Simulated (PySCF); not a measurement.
## Relaxation of singlet Mg₂O₂

Method: PBE0 in PySCF with Mg def2-TZVP, O def2-TZVP; no relativity; density-fitted integrals. A (50,194) grid was used.

A start displaced from a saddle point along its imaginary mode, of C2h symmetry, held to at least that symmetry:

Coordinates in bohr (charge 0 multiplicity 1):
```
Mg   -0.3943   -0.2603    2.9695
Mg    0.3943    0.2603   -2.9695
O     0.2803    0.1850    6.2634
O    -0.2803   -0.1850   -6.2634
```

Optimiser trace:
```csv
step,E − E(last) (kJ/mol),largest gradient (Eh/bohr)
0,600.24,0.01565
1,596.24,0.00677
2,593.62,0.00461
3,588.96,0.00810
4,579.87,0.00586
5,564.50,0.01206
6,547.62,0.02541
7,523.07,0.03801
8,478.22,0.04037
9,421.62,0.04285
10,346.04,0.04448
11,243.24,0.04618
12,116.42,0.04717
13,26.48,0.03516
14,2.12,0.01069
15,0.64,0.00644
16,0.34,0.00345
17,0.12,0.00188
18,0.02,0.00095
19,0.00,0.00019
20,0.00,0.00003
```

It ends at D2h with Mg–O 1.859 Å (×4); Mg–O–Mg 79.9° (×2), O–Mg–O 100.1° (×2). A frequency run shows a minimum. Other isomers or separated fragments may lie lower.

Final geometry:
Z-matrix (Å, degrees; charge 0 multiplicity 1):
```
Mg
Mg 1 2.3869
O  2 1.8591 1 50.06
O  1 1.8591 2 50.06 3 180.00
```

The relaxation took 41 s on 2 threads of a shared Arm Neoverse V1 host, with 126 basis functions and 23 gradients. Launch command: `OMP_NUM_THREADS=2 python axn.py task.json out`.
